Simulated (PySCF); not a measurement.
# Cost against result

Saddle point of GeH$_{5}$O$_{2}$F, singlet (GeH₃F ([F][GeH3]) + H₂O₂ ([OH][OH]) → GeH₄O₂ ([OH][O][GeH3]) + HF; bonds formed: Ge1–O7, F2–H6; bonds broken: Ge1–F2, H6–O7), PBE0-D4/def2-TZVP structure:

```csv
atom,x (Å),y (Å),z (Å)
Ge1,-0.8876,-0.5689,0.2005
F2,0.8564,-1.1261,1.1755
H3,-0.7310,-1.8935,-0.5490
H4,-1.5789,-0.5517,1.5634
H5,-1.6542,0.3922,-0.7504
H6,1.1617,-0.0020,0.6291
O7,0.6323,0.8193,0.1533
O8,1.1085,0.9841,-1.1737
H9,1.0926,1.9466,-1.2489
```

Barriers are electronic and count from the start structure reached by relaxing down the imaginary mode.

PySCF 2.14 with density fitting (its default auxiliary sets; JK sets also for MP2 and CCSD(T)); basis: as named in each row; cores frozen in the correlated methods. Filled d shells of the heavier atoms are correlated. The def2 sets are not built for correlating such inner shells, so the correlated values are less sure here. B3LYP uses VWN-RPA correlation. Extrapolation: Hartree–Fock as exp(−7.88 √X), correlation as X^−2.97.

Times are rough, for one single point on 4 threads of a shared host (Arm Neoverse V1).

The estimate by CCSD(T) at an estimated basis limit (MP2 extrapolated from triple and quadruple zeta, plus CCSD(T) − MP2 in triple zeta) is 29.55 kcal/mol.

```
   method       basis  time (s)  barrier (kcal/mol)  method less estimate
       HF      STO-3G   under 1               41.26                 11.72
 B3LYP-D4       6-31G         4               22.06                 -7.48
  PBE0-D4    def2-SVP         6               24.69                 -4.86
   PBE-D4    def2-SVP         6               20.17                 -9.38
      MP2  def2-QZVPP         9               28.37                 -1.17
    SPW92  def2-TZVPP        11               15.94                -13.61
  PBE0-D4  def2-TZVPP        14               26.34                 -3.21
 B3LYP-D4  def2-TZVPP        14               27.87                 -1.68
 BHLYP-D4  def2-TZVPP        14               32.01                  2.47
   PBE-D4  def2-TZVPP        16               22.31                 -7.23
r2SCAN-D4  def2-TZVPP        33               24.99                 -4.56
  CCSD(T)    def2-SVP        52               30.30                  0.76
  wB97M-V  def2-TZVPP       190               27.74                 -1.81
  CCSD(T)  def2-TZVPP      1100               29.21                 -0.33
```

All methods are single points on the PBE0-D4 structures.

The T1 diagnostic stays at or below 0.014.

Labels in which every atom is bracketed show which atoms are joined, not bond orders.
